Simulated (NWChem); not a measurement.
Molecule: CaHSF; SMILES [F][Ca][SH]

```xyz
4

Ca     0.2672     0.5908     0.0000
F     -0.3571     2.4444     0.0000
S     -0.2027    -1.9704     0.0000
H      1.1135    -2.2900     0.0000
```
Atoms are numbered in this order, from 1.

Coordinates come from a PBE0/def2-SVP optimisation.

Symmetry labels are those of Cs in the frame above (b1 and b2, or b-type labels, depend on it).

**Question.** List the 4 lowest vertical singlet excitations from PBE/def2-SVPD, TDA (NWChem).

**Answer.** 
```csv
state,energy (eV),oscillator strength,symmetry,leading excitation (squared amplitude)
S1,2.76,0.021,a",HOMO → LUMO (1.00)
S2,3.31,0.035,a',HOMO−1 → LUMO (0.99)
S3,4.14,0.007,a',HOMO → LUMO+2 (1.00)
S4,4.15,0.012,a",HOMO → LUMO+1 (0.99)
```
